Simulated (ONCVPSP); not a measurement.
# Which change was made? (Ce, ONCV)

| Quantity | Value |
| --- | --- |
| Element | cerium |
| Generator | ONCVPSP 4.0.1 |
| Type | optimised norm-conserving Vanderbilt (ONCV) |
| Functional | LDA (Perdew-Wang 92) |
| Relativity | fully relativistic |
| Frozen core | [Kr] 4d10 4f1 |
| Valence charge | 11 |
| Reference configuration | 5s2 5p6 5d1 (charge +2) |
| Partial waves | 5s: rc 2.25 bohr, ncon 3, nbas 7, qcut 5 1/bohr, 2 projectors, debl 3.5 Ha; 5p: rc 2.00 bohr, ncon 4, nbas 9, qcut 3.5 1/bohr, 2 projectors, debl 0.5 Ha; 5d: rc 2.00 bohr, ncon 4, nbas 7, qcut 5.4 1/bohr, local |
| Local potential | the d channel |
| Core correction | Teter function, fcfact 1.5, rcfact 1.35 |

Open shells are filled in proportion to 2j + 1.

In the s channel the program set the typed energies aside and used -1.968, 0.050 Ha. In the p channel the program set the typed energies aside and used -1.294, 0.250 Ha (j = l + 1/2; the other j can differ).

Cutoffs, loose and tight: the cutoffs (Ha) at which the residual kinetic energy of the hardest occupied pseudo-wave falls to 1 and 0.1 mHa per electron. They do not see the model core or the augmentation charge, which bear on the density cutoff. Test errors are all-electron minus pseudo excitation energies from the reference, over the configurations 5s2 5p6 5d1 6s2; 5s2 5p6 5d1 6s1; 5s2 5p6 5d0; 5s2 5p6 5d2; variants that change the core or the reference have their own tests.

The base gives: outcome: generated, projector energies reset by the program, misses its reference levels by 0.16 eV; cutoff, loose: 24 Ha; cutoff, tight: 65 Ha; bound ghosts: none; GHOST(+) flags above zero: none; largest test error (meV): +8.8.

Task: After one change the result is: outcome: generated, projector energies reset by the program, misses its reference levels by 0.16 eV; cutoff, loose: 8.0 Ha; cutoff, tight: 46 Ha; bound ghosts: none; GHOST(+) flags above zero: none; largest test error (meV): +13. Which change was it?
A. all radii but the core radius scaled by about 0.90 (s 2.02, p 1.80, d 1.80 bohr)
B. all radii but the core radius scaled by about 0.80 (s 1.80, p 1.60, d 1.60 bohr)
C. all radii but the core radius scaled by about 1.10 (s 2.48, p 2.20, d 2.20 bohr)
D. all radii but the core radius scaled by about 1.22 (s 2.74, p 2.44, d 2.44 bohr)

Result: C. The others give: all radii but the core radius scaled by about 1.22 (s 2.74, p 2.44, d 2.44 bohr) → outcome: generated, projector energies reset by the program, misses its reference levels by 0.16 eV; cutoff, loose: 6.9 Ha; cutoff, tight: 8.8 Ha; bound ghosts: none; GHOST(+) flags above zero: none; largest test error (meV): +27 | all radii but the core radius scaled by about 0.80 (s 1.80, p 1.60, d 1.60 bohr) → outcome: generated, projector energies reset by the program, misses its reference levels by 0.16 eV; cutoff, loose: 89 Ha; cutoff, tight: 108 Ha; bound ghosts: s; GHOST(+) flags above zero: none; largest test error (meV): -7.6 | all radii but the core radius scaled by about 0.90 (s 2.02, p 1.80, d 1.80 bohr) → outcome: generated, projector energies reset by the program, misses its reference levels by 0.16 eV; cutoff, loose: 60 Ha; cutoff, tight: 84 Ha; bound ghosts: none; GHOST(+) flags above zero: s; largest test error (meV): +21.
